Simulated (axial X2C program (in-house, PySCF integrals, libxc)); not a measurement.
**Ionising PdSi**

Computed with an in-house relativistic program for diatomic molecules, spin-free (one-electron X2C) or two-component (2c: spin–orbit coupling with atomic mean-field Coulomb and Gaunt terms, which also bring small scalar terms), in Dyall basis sets with cores contracted in-house; open shells are unrestricted.

Basis sets: Pd dyall-cv3z, Si dyall-v3z. Frozen shells (counts by l): PdSi Pd 4s3p1d, Si 2s1p, 14 electrons correlated; PdSi⁺ Pd 4s3p1d, Si 2s1p, 13 electrons correlated. Where the outer core of a metal is frozen, bonds come out longer and ionisation energies lower.

```csv
Hamiltonian,level,PdSi state,Re (Å),ωe (cm⁻¹),De (eV)
spin-free,HF,"M_S = 0, Λ = 0",2.150,408.1,n/a
spin-free,PBE0,"M_S = 0, Λ = 0",2.099,479.8,2.85
spin-free,MP2,"M_S = 0, Λ = 0",2.054,545.5,3.29
2c,PBE0,Ω = 0,2.100,478.6,2.85
```

Adiabatic ionisation energy (minimum to minimum, no zero-point term) and constants of PdSi⁺:

```tsv
Hamiltonian	level	PdSi⁺ state	IE (eV)	Re (Å)	ωe (cm⁻¹)	De (eV)	fragments
spin-free	HF	M_S = 1/2, Λ = 0	5.73	2.120	430.8	0.82	Pd+ + Si
spin-free	PBE0	M_S = 1/2, Λ = 0	7.13	2.100	462.8	3.93	Pd + Si+
spin-free	MP2	M_S = 1/2, Λ = 0	7.41	2.075	492.8	3.91	Pd + Si+
2c	PBE0	Ω = 1/2	7.13	2.100	461.7	3.93	Pd + Si+
```

(1) Add the zero-point terms to the ionisation energy at PBE0, 2c, and say whether the electron removed was bonding.

(2) Close the cycle De(PdSi⁺) + IE(PdSi) = De(PdSi) + IE(Si) to find the atomic ionisation energy at PBE0, 2c.

Each entry is the lowest single determinant of a limited PBE0 search at one distance. De goes to single-determinant-based atoms at the same level (for ions the charge split of lowest energy) and is withheld (n/a) where an atom does not fit its ground term or J level. Main or longest-lived isotopes. One determinant is a doubtful description, or other states lie close, for PdSi, PdSi⁺; these need not be ground states, and all values refer to the states named. Some light 2c atoms are not at their ground J level, so De misses part of their lowering (0.04 eV or less). The functionals have no current term, which raises determinants with orbital currents.

Results:

(1) IE0 = IE + (ωe⁺ − ωe)/2 = 7.13 + (-0.001) = 7.13 eV. Re changes by 0.000 Å, so the electron was nearly non-bonding.

(2) IE(Si) = 3.93 + 7.13 − 2.85 = 8.21 eV, for the determinants used.
